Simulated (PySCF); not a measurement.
From one molecule to another.

First species: C₆H₁₀F₂.
InChI=1S/C6H10F2/c1-3-5(2)4-6(7)8/h3,6H,4H2,1-2H3/b5-3-

Second species: C₆H₉ClSi.
SMILES with atom numbers: `[CH2:1]=[CH:2][C@H:3]1[CH2:4][C:5]([SiH3:6])=[C:7]1[Cl:8]` (hydrogens: H9, H10 on C1; H11 on C2; H12 on C3; H13, H14 on C4; H15, H16, H17 on Si6)

Cartesian coordinates in Å at the GFN2-xTB level; atoms count from 1:
```xyz
17
C6H9ClSi angstrom
C     -2.6028   -1.1458   -1.2369
C     -1.4568   -0.5485   -0.9661
C     -0.7728   -0.6090    0.3550
C      0.7621   -0.8745    0.3233
C      0.9493    0.5133    0.9139
Si     2.4708    1.4821    1.4069
C     -0.3718    0.7245    0.9364
Cl    -1.3535    2.0302    1.4196
H     -3.0722   -1.0681   -2.2027
H     -3.1214   -1.7383   -0.5006
H     -0.9537    0.0497   -1.7145
H     -1.3216   -1.2525    1.0454
H      1.1737   -1.0021   -0.6758
H      1.0909   -1.6916    0.9618
H      2.0890    2.8604    1.7014
H      3.4154    1.4360    0.2879
H      3.0684    0.8462    2.5845
```

Levels: PBE0/def2-SVPD for dipole moment, HOMO energy, LUMO energy, HOMO–LUMO gap, static isotropic polarisability and electronic spatial extent ⟨r²⟩ about the centre of nuclear charge; TDDFT PBE0/def2-SVPD for lowest singlet excitation; TDA PBE0/def2-SVPD for lowest triplet excitation (Tamm–Dancoff); GFN2-xTB for rotational constant A and rotational constant C. Geometries: GFN2-xTB. All species are isolated and taken at one optimised geometry, non-relativistic unless stated. Electronic properties by PySCF.

Dipoles, sizes and rotational constants follow the conformer. The torsions of the flexible species, by atom-mapped SMILES:
- `[CH3:1]/[CH:2]=[C:3](/[CH3:4])[CH2:5][CH:6]([F:7])[F:8]`: C2–C3–C5–C6 82°, C3–C5–C6–F7 -173°
- `[CH2:1]=[CH:2][C@H:3]1[CH2:4][C:5]([SiH3:6])=[C:7]1[Cl:8]`: C1–C2–C3–C4 135°

(1) Which has the higher S1 energy?

(2) Which has the higher ⟨r²⟩?

(3) Which of the two has the higher rotational constant C, and by how much?

(4) Which of the two has the higher static isotropic polarisability, and by how much?

(5) Which has the higher HOMO energy?

(6) Which of the two has the higher dipole moment, and by how much?

(7) Which of the two has the higher T1 energy, and by how much?

(8) Which has the higher rotational constant A?

Results:

(1) The first: 6.57 eV against 5.86 eV, a difference of 0.71 eV.

(2) The second: 1681 bohr² against 1155 bohr², a difference of 526 bohr².

(3) The first: 1.038 GHz against 0.677 GHz, a difference of 0.361 GHz.

(4) The second: 113.2 au against 75.4 au, a difference of 37.8 au.

(5) The first: -7.10 eV against -7.20 eV, a difference of 0.10 eV.

(6) The first: 2.37 D against 1.51 D, a difference of 0.86 D.

(7) The first: 4.30 eV against 3.90 eV, a difference of 0.40 eV.

(8) The first: 2.659 GHz against 2.049 GHz, a difference of 0.610 GHz.

On the first: In atomic units the dipole is 0.93 e·bohr (1 au = 2.5417 D). The polarisability is 11.17 Å³ as a volume (1 au = 0.148185 Å³), or 1.18 au for each of the 64 electrons.

On the second: The polarisability is 16.78 Å³ as a volume (1 au = 0.148185 Å³), or 1.49 au for each of the 76 electrons. The dipole equals about 5.0 × 10⁻³⁰ C·m (1 D = 3.33564 × 10⁻³⁰ C·m).
